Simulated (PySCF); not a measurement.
C₂H₄N₂OSi, SMILES O[SiH]1N=CC=N1. Atoms are numbered in the order given.

```xyz
10

O      2.0650     0.5197     0.0000
Si     0.7094    -0.4204     0.0000
N     -0.4380    -0.0783     1.3445
C     -1.5423     0.1935     0.7683
C     -1.5423     0.1935    -0.7683
N     -0.4380    -0.0783    -1.3445
H      1.9621     1.4787     0.0000
H      1.1622    -1.8241     0.0000
H     -2.4681     0.4235     1.3250
H     -2.4681     0.4235    -1.3250
```
Charge 0, spin multiplicity 1.

Geometry: B3LYP-D3(BJ)/def2-SVP. This is a generated structure with no PubChem entry under its InChIKey; it may be hypothetical. The values are those of a single conformer.

Calculation: HF/pcSseg-1 (PySCF).

GIAO shieldings, no solvent; atoms alike by connectivity are averaged. δ = σ(ref) − σ: ¹⁷O against H2O (σ = 333.0 ppm); ²⁹Si against TMS (σ = 393.8 ppm); ¹⁵N against NH3 (σ = 267.3 ppm); ¹³C against TMS (σ = 192.6 ppm); ¹H against TMS (σ = 31.99 ppm), references at their B3LYP-D3(BJ)/def2-TZVP geometries, non-relativistic.

Computed chemical shifts:
| nucleus | atoms | count | δ (ppm) |
|---|---|---|---|
| ¹⁷O | O1 | 1 | 22.7 |
| ²⁹Si | Si2 | 1 | -6.4 |
| ¹⁵N | N3, N6 | 2 | 425.2 |
| ¹³C | C4, C5 | 2 | 177.5 |
| ¹H | H9, H10 | 2 | 8.63 |
| ¹H | H8 | 1 | 4.90 |
| ¹H | H7 | 1 | 2.44 |
